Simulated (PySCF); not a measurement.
Si(H)2(vinyl)(OMe) (C3H8OSi), SMILES C=C[SiH2]OC. Heavy atoms are numbered as in [SiH2:1]([CH:2]=[CH2:3])[O:4][CH3:5]. Hydrogens are named by the atom that carries them.

Coordinates come from a ωB97X-D3(BJ)/def2-SVP optimisation. The values are those of a single conformer.

These are PBE/pcSseg-1 (PySCF) values and carry that method's errors.

GIAO shieldings, no solvent; atoms alike by connectivity are averaged. δ = σ(ref) − σ: ²⁹Si against TMS (σ = 335.4 ppm); ¹³C against TMS (σ = 182.0 ppm); ¹⁷O against H2O (σ = 334.3 ppm); ¹H against TMS (σ = 31.49 ppm), references at their B3LYP-D3(BJ)/def2-TZVP geometries, non-relativistic.

```json
[
 {"nucleus": "²⁹Si", "atoms": "Si1 (SiH2)", "count": "1", "δ (ppm)": "-23.1"},
 {"nucleus": "¹³C", "atoms": "C3 (CH2)", "count": "1", "δ (ppm)": "146.3"},
 {"nucleus": "¹³C", "atoms": "C2 (CH)", "count": "1", "δ (ppm)": "138.6"},
 {"nucleus": "¹³C", "atoms": "C5 (CH3)", "count": "1", "δ (ppm)": "58.5"},
 {"nucleus": "¹⁷O", "atoms": "O4", "count": "1", "δ (ppm)": "2.8"},
 {"nucleus": "¹H", "atoms": "H on C3", "count": "2", "δ (ppm)": "6.74"},
 {"nucleus": "¹H", "atoms": "H on C2", "count": "1", "δ (ppm)": "6.40"},
 {"nucleus": "¹H", "atoms": "H on Si1", "count": "2", "δ (ppm)": "5.46"},
 {"nucleus": "¹H", "atoms": "H on C5", "count": "3", "δ (ppm)": "4.13"}
]
```
